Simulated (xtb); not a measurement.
xtb input:

```bash
xtb mol.xyz --gfn 2 --ohess tight --chrg 1 --uhf 0
```
mol.xyz:
```
11

C     -1.28351267     0.55039299     0.06514185
C     -1.07897547    -0.82902230    -0.01244817
N      0.13419448    -1.40886286    -0.05115342
C      1.17511922    -0.60228034    -0.05801956
N      1.04681782     0.73182351    -0.01058473
C     -0.13421951     1.29844354     0.08773570
H     -2.28437476     0.92791628     0.16175025
H     -1.89552245    -1.51086767     0.01224625
H      2.17270736    -1.03262763    -0.10825610
H      1.86219627     1.31676266    -0.00664914
H     -0.18197343     2.37930656     0.12218506
```

Task: Which total energy does the run end on?

Result: -16.50029 Eh (GFN2-xTB).

It need not be the lowest isomer of its formula.
